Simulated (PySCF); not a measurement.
C2H7S, SMILES CC[SH2+], charge +1. Coordinates come from a r2SCAN-D4/def2-SVP optimisation. The isomer is the one that the SMILES or the coordinates give; other isomers of the formula were not compared.

Calculation: r2SCAN-D4/def2-SVP run with PySCF 2.14.0.

Harmonic wavenumbers (cm⁻¹): 204, 276, 307, 553, 674, 793, 835, 966, 1098, 1121, 1177, 1269, 1297, 1392, 1438, 1457, 1462, 2610, 2632, 3048, 3077, 3144, 3151, 3166. Rotational constants (GHz): 25.93, 5.047, 4.628; symmetry number 1.

Work out the zero-point energy and the ideal-gas rigid-rotor harmonic-oscillator thermochemistry at 298.15 K and 1 atm.

ZPE = ½ Σ hcν = ½ × 37146 cm⁻¹ = 222.18 kJ/mol. H − E(el) = 237.45 kJ/mol. Entropy in J/(mol K): translation 160.45, rotation 99.53, vibration 28.02, total 287.99. G − E(el) = 151.58 kJ/mol. Cp = 76.58 J/(mol K).
